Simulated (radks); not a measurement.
Task: Valence configurations of the praseodymium ion Pr+ (all share [Xe]). Method: Dirac Kohn-Sham, LDA (Slater exchange, Perdew-Wang correlation), spin-unpolarised, spherical densities, finite nucleus; open shells fill j = l - 1/2 first; Fermi nuclear charge, rms radius 4.8919 fm; computed with a radial shooting solver on a logarithmic mesh with Libxc functionals. Order these by energy: 4f2 5d1 6s1; 4f3 6p1; 4f2 6s1.5 6p0.5; 4f1 6s1 6p2; 4f3 6s1; 4f1 5d2.5 6s0.5; 4f2 6s1 6p1; 4f3 5d0.5 6s0.5; 5d1 6s1 6p2; 4f3 5d1.

Result: From the lowest, in eV above it: 4f3 6s1 0.000; 4f3 5d0.5 6s0.5 0.386; 4f3 5d1 0.863; 4f2 5d1 6s1 1.617; 4f3 6p1 2.786; 4f2 6s1.5 6p0.5 3.542; 4f2 6s1 6p1 5.160; 4f1 5d2.5 6s0.5 7.455; 4f1 6s1 6p2 18.300; 5d1 6s1 6p2 32.199. NIST lists [Xe] 4f3 6s1 as the ground configuration; this level of theory agrees among the configurations tried. The energies are those of spherical spin-averaged densities, not of single terms.
